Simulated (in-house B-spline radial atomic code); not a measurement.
Configurations of Bi²⁺, with energies counted from [Xe] 4f14 5d10 6s2 (6p1/2)1. All numbers are computed (Dirac-Hartree-Fock, average of each configuration as written; Fermi nucleus of rms radius 5.5211 fm) with an all-electron radial atomic-structure program (B-spline basis), not measured. Energies include first-order Breit, QED and recoil terms.

Occupations are held fixed; configurations that lie above the ionisation limit could autoionise.

```
                                    configuration  E - E(ref) (eV)  highest orbital  its <r> (bohr)
                      [Xe] 4f14 5d10 6s2 (6p3/2)1           2.5886            6p3/2           2.725
                      [Xe] 4f14 5d10 6s1 (6p3/2)2           14.026            6p3/2            2.71
                      [Xe] 4f14 5d10 6s2 (9f7/2)1           22.804            9f7/2           28.22
                      [Xe] 4f14 5d10 6s2 (8g7/2)1             22.9            8g7/2           28.61
             [Xe] 4f14 5d10 6s1 (6p1/2)1 (9f5/2)1           31.386            9f5/2           27.93
[Xe] 4f14 (5d3/2)4 (5d5/2)5 6s2 (6p3/2)1 (9g7/2)1           51.351            9g7/2           37.04
```

(1) Order these further configurations by energy, lowest first.
A. [Xe] (4f5/2)6 (4f7/2)7 5d10 6s2 (6p1/2)1 9s1
B. [Xe] (4f5/2)5 (4f7/2)8 5d10 6s2 (6p3/2)1 (8d5/2)1
C. [Kr] (4d3/2)4 (4d5/2)5 4f14 5s2 5p6 5d10 6s2 (6p1/2)1 (7f5/2)1
D. [Xe] 4f14 5d10 6s2 (8f5/2)1
E. [Xe] (4f5/2)6 (4f7/2)7 5d10 6s2 (6p1/2)1 (9g9/2)1

(2) How far above the reference does [Xe] (4f5/2)6 (4f7/2)7 5d10 (5g9/2)1 6s2 (6p3/2)1 lie?

(3) How far above the reference does [Xe] 4f14 5d10 6s1 (6p1/2)1 (6f5/2)1 lie?

## Answers

(1) D (22.179 eV), A (177.59 eV), E (180.9 eV), B (186.5 eV), C (466.82 eV).

(2) 180.87 eV; its least bound orbital is 5g9/2 with <r> = 9.125 bohr.

(3) 28.132 eV; its least bound orbital is 6f5/2 with <r> = 9.263 bohr.
